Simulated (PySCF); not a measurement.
The complex [Cr(SH)6]2- (charge -2) contains Cr(IV), shell d2. The structure is a model geometry with rigid ligands and bond lengths from ionic radii and bond length changed to 0.95 of its base value, not a minimum; coordination octahedral, point group S6, metal–donor distances 2.18 Å.

The d shell alone is too small an active space for [Cr(SH)6]2- (an active orbital has only 0.57 squared overlap with the free ion's shell): its levels, fitted parameters, g values and moments show what this model gives and aren't sound predictions.

```
13

Cr    0.0000    0.0000    0.0000
S     0.0000    0.0000    2.1755
H     1.3200    0.0000    2.4255
S     0.0000    0.0000   -2.1755
H    -1.3200    0.0000   -2.4255
S     2.1755    0.0000    0.0000
H     2.4255    1.3200    0.0000
S    -2.1755    0.0000    0.0000
H    -2.4255   -1.3200    0.0000
S     0.0000    2.1755    0.0000
H     0.0000    2.4255    1.3200
S     0.0000   -2.1755    0.0000
H     0.0000   -2.4255   -1.3200
```

Method (PySCF 2.14, density fitting): CASSCF(2,5) with orbitals averaged over all microstates of the shell, strongly contracted NEVPT2 on the averaged canonical orbitals; basis x2c-TZVPall on the metal, x2c-SVPall elsewhere; spin-free X2C; IEF-PCM water; spin-orbit coupling by state interaction with the mean-field operator over all roots.

Which term lies lowest, and with what spin?

3Eg (from 3T1g) (S = 1, orbital degeneracy 2), with 2.0 electrons in the lower (t2g-type) set and 0.0 in the upper (eg-type) set, by NEVPT2; the next part of the same split term lies only 69 cm⁻¹ higher, which doesn't decide their order.

Where do the spin-allowed transitions within the shell lie?

By NEVPT2: 3Ag (from 3T1g) at 69 cm⁻¹; 3Ag (from 3T2g) at 33807 cm⁻¹ (296 nm); 3Eg (from 3T2g) at 33876 cm⁻¹ (295 nm); 3Ag (from 3T1g) at 39737 cm⁻¹ (252 nm); 3Eg (from 3T1g) at 39841 cm⁻¹ (251 nm); 3Ag (from 3A2g) at 65748 cm⁻¹. All are electric-dipole forbidden at this geometry.

Which is the lowest state of another spin?

1Eg (from 1T2g) at 10494 cm⁻¹ by NEVPT2; CASSCF alone puts it at 12477 cm⁻¹ above the same ground state.

What ligand-field parameters describe the result?

At CASSCF level (the NEVPT2 levels don't fit a ligand-field model well): orbital energies 0, 0, 230, 27066, 27066 cm⁻¹; 10Dq = 26989 cm⁻¹ (difference of the means of the two sets); B = 741 cm⁻¹; C = 3215 cm⁻¹; B over its free-ion value at the same level 0.588; the fit misses the states by 1330 cm⁻¹ rms, so splittings below that are unsure; ζ = 211 cm⁻¹ (free ion 319).

What are the magnetic parameters?

Degenerate or low-lying orbital states mix with the ground state, so no spin-only Hamiltonian applies. The lowest spin-orbit level is 2-fold; the next lies at 35.5 cm⁻¹. The two lowest states form a pseudo-doublet split by 0.000 cm⁻¹ with g_z = 1.80. μeff is 2.58 μB at 300 K and 1.15 μB at 10 K; the spin-only value is 2.83 μB.

The geometry is a model, and the complex may not exist in this form. Charge-transfer states lie outside this active space and may come lower than some of these levels. The ground state is orbitally degenerate in this regular structure, which would distort (Jahn–Teller), so its moment is that of the undistorted model. 3Ag (from 3T1g) (69 cm⁻¹) lies within 300 cm⁻¹ of 3Eg (from 3T1g) at NEVPT2 level, inside the method's error: they are parts of one split term, whose order is undecided, and g values and low-temperature moments can hang on it. NEVPT2 lifts 3Ag (from 3T2g) from 25692 to 33807 cm⁻¹; on the d shell alone it tends to overshoot states that fill the eg-type orbitals. NEVPT2 on the d shell alone tends to put d–d bands too high for such charged or covalently bound ions.

The job took 23 s on one thread of Arm Neoverse V1 (shared host), with 186 basis functions and a peak of 0.55 GiB, launched as `OMP_NUM_THREADS=1 python lf_run.py task.json out`.
